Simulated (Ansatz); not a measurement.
```xyz
11

C    -1.065    1.832    0.845
O    -0.757    0.651    0.137
Sb    0.995    0.502   -0.728
Si    0.560   -2.027   -1.094
Cl    2.300    0.083    1.210
H    -2.137    1.825    1.055
H    -0.834    2.739    0.270
H    -0.525    1.878    1.797
H     1.837   -2.669   -1.502
H     0.070   -2.600    0.183
H    -0.446   -2.213   -2.173
```

The species carries charge 0 and has multiplicity 1. Sb takes the def2 core potential.

Question: List the PBE0/def2-TZVPP orbital energies in eV (Ansatz). (An estimate is asked.)

Answer: Ansatz gave: Occupied: -2766.98, -1802.83, -522.86, -279.39, -258.80, -197.08, -196.95, -196.93, -157.81, -145.19, -109.41, -109.33, -109.17, -99.86, -99.83, -99.82, -37.06, -36.95, -36.82, -36.79, -36.72, -28.01, -22.39, -19.11, -16.21, -14.69, -12.68, -12.58, -12.31, -10.32, -10.11, -9.73, -9.41, -9.20, -8.59, -8.20, -7.02. Lowest empty: -1.51, -1.33, -0.16, 1.16, 1.27, 1.34, 1.98, 2.82.
